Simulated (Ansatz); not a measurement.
```xyz
13

C     0.451    1.745   -0.339
Si    0.473   -0.087   -0.027
N     0.477   -0.898   -1.532
Si   -1.307   -0.907    1.249
Cl    2.183   -0.466    1.118
H     1.324    2.040   -0.928
H    -0.451    2.030   -0.885
H     0.481    2.297    0.602
H     0.397   -1.902   -1.565
H     1.061   -0.562   -2.282
H    -1.232   -0.386    2.640
H    -2.614   -0.509    0.658
H    -1.242   -2.394    1.290
```

Charge 0, multiplicity 1.

(1) List the r2SCAN/def2-TZVPP orbital energies in eV (Ansatz). (Estimate.)

Results:

(1) Ansatz gave: Occupied: -2752.82, -1791.81, -1790.73, -385.09, -272.83, -254.22, -192.74, -192.62, -192.62, -142.12, -141.25, -97.04, -96.97, -96.94, -96.10, -96.10, -96.09, -22.55, -20.92, -18.36, -14.16, -12.84, -12.65, -10.91, -10.57, -9.97, -9.18, -8.82, -8.72, -8.37, -7.82, -6.98, -6.69. Lowest empty: -0.42, -0.16, 0.58, 0.76, 1.52, 1.67, 1.86, 2.29.
